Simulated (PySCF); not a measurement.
## How methods differ on the ionisation energy of Cd⁺

Cd⁺ [Kr] 4d10 5s1 (2S) → Cd²⁺ [Kr] 4d10 (1S), as a difference of total energies. Calculation: PySCF 2.14, in aug-cc-pwCVDZ-PP with ECP28MDF (6s6p5d3f, 70 functions); scalar relativity through the core potential. Correlated levels: valence: 4s2 4p6 frozen; valence and next inner shell: nothing frozen outside the core potential. The calculations carry no spin-orbit coupling.

| method | ionisation energy (eV) |
| --- | --- |
| UHF | 15.566 |
| LDA | 17.810 |
| PBE | 17.424 |
| PBE0 | 17.071 |
| r2SCAN | 17.230 |
| BHandHLYP | 16.876 |
| B2PLYP | 17.046 |
| TPSSh | 16.999 |
| wB97X | 16.686 |
| MP2 (valence) | 16.739 |
| SCS-MP2 (valence) | 16.559 |
| MP2 (valence and next inner shell) | 16.884 |
| SCS-MP2 (valence and next inner shell) | 16.662 |

**Question.** How much does correlation contribute at MP2 (valence and next inner shell)?

**Answer.** 16.884 − (15.566) = 1.318 eV, measured against UHF.

Errors of the correlated levels include the incompleteness of this basis and the frozen core.

For comparison: 16.908 eV (measured; NIST Atomic Spectra Database, ionization energies).
